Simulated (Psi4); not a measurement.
Interaction energy of H3ClSi ··· H3ClSi (SMILES [SiH3]Cl and [SiH3]Cl). Monomers: optimised at B3LYP-D3(BJ) (def2-TZVP), held rigid. Orientation: lowest of the rigid-body minima from ten starts at GFN2-xTB. R is the distance of the centres of mass, along which the second monomer moves. The table gives interaction energies.

```csv
R / Å,A,B,C
3.07,10.35,33.29,26.16
3.27,-4.34,16.06,7.54
3.44,-10.03,8.08,-0.58
3.64,-12.22,3.17,-5.02
3.85,-11.81,0.84,-6.50
4.04,-10.42,-0.02,-6.48
4.38,-7.50,-0.39,-5.29
4.61,-5.81,-0.38,-4.35
5.16,-3.17,-0.32,-2.59
5.87,-1.62,-0.32,-1.37
6.86,-0.75,-0.26,-0.65
8.12,-0.33,-0.16,-0.31
```

Energies in kJ/mol.

### Question
Which curve belongs to which method? The methods are B3LYP-D3(BJ)/def2-TZVP, counterpoise-corrected in Psi4; B3LYP/def2-TZVP, counterpoise-corrected run with Psi4; DF-SCS-MP2/aug-cc-pVDZ, frozen core, counterpoise-corrected (Psi4).

### Answer
A is B3LYP-D3(BJ)/def2-TZVP; B is B3LYP/def2-TZVP; C is SCS-MP2/aug-cc-pVDZ.
